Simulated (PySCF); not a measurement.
**Peak assignment**

Geometry:
| atom | x (Å) | y (Å) | z (Å) |
| --- | --- | --- | --- |
| C1 | -3.080 | 0.449 | -0.269 |
| C2 | -2.121 | -0.470 | -0.245 |
| C3 | -0.707 | -0.243 | 0.026 |
| C4 | 0.142 | -1.349 | 0.138 |
| C5 | 1.487 | -1.196 | 0.396 |
| C6 | 2.020 | 0.085 | 0.545 |
| C7 | 3.398 | 0.252 | 0.809 |
| N8 | 4.517 | 0.386 | 1.023 |
| C9 | 1.187 | 1.200 | 0.433 |
| C10 | -0.156 | 1.033 | 0.177 |
| H11 | -2.897 | 1.493 | -0.081 |
| H12 | -4.101 | 0.183 | -0.479 |
| H13 | -2.381 | -1.504 | -0.432 |
| H14 | -0.267 | -2.342 | 0.023 |
| H15 | 2.133 | -2.057 | 0.483 |
| H16 | 1.606 | 2.189 | 0.549 |
| H17 | -0.785 | 1.904 | 0.087 |

PySCF 2.14 calculation with geometry: GFN2-xTB and shielding tensors at PBE0/pcSseg-1 (GIAO); single conformer, relativity neglected, gas phase, averaged over atoms made equivalent by symmetry, fast rotation or ring inversion.

Referencing at the same level of theory: ¹³C, ¹H vs TMS.

(1) Assign these signals to the numbered atoms. ¹³C{¹H} NMR (computed): δ 145.2 (C), 143.6 (CH), 140.2 (CH), 132.0 (CH), 124.5 (C), 123.5 (CH2), 116.5 (C).

(2) Assign these signals to the numbered atoms. ¹H NMR (400 MHz, computed): δ 7.93 (m, 2H), 7.79 (m, 2H), 6.89 (m, 1H), 6.44 (m, 1H), 5.87 (m, 1H).

Answers

(1) 
| δ (ppm) | atoms | environment | reason |
| --- | --- | --- | --- |
| 145.2 | C3 | substituted aromatic carbon | – |
| 143.6 | C2 | alkene CH | as expected for a trigonal carbon in a double bond |
| 140.2 | C5/C9 | aromatic CH | – |
| 132.0 | C4/C10 | aromatic CH | the aromatic region |
| 124.5 | C7 | nitrile carbon | this is the usual window of a C≡N carbon, which has no attached hydrogen |
| 123.5 | C1 | terminal =CH2 carbon | the olefinic region |
| 116.5 | C6 | substituted aromatic carbon | – |

C3 and C2; C7 and C1 lie closer than the usual error of such a calculation, so a measured spectrum could show them in the other order.

(2) 
| δ (ppm) | atoms | environment | reason |
| --- | --- | --- | --- |
| 7.93 | H15/H16 | hydrogen on an aromatic CH | it sits in the deshielding region of the aromatic ring current |
| 7.79 | H14/H17 | hydrogen on an aromatic CH | – |
| 6.89 | H13 | hydrogen on an alkene CH | a vinylic proton, deshielded by the sp2 carbon and the C=C anisotropy |
| 6.44 | H11 | hydrogen on a terminal =CH2 carbon | olefinic region |
| 5.87 | H12 | hydrogen on a terminal =CH2 carbon | – |

Shifts are as computed. Against solution values, carbons near 30 ppm lie about +3 ppm off and those near 130 ppm about +5 ppm. Of 1211 compounds with measured shifts, 218 miss one by over three times the rms of a fit or turn the order of signals round; such compounds aren't used in these exercises. Multiplicities follow the n + 1 count of equivalent neighbours, as no J values were calculated; m marks all less simple cases, F and P coupling included.
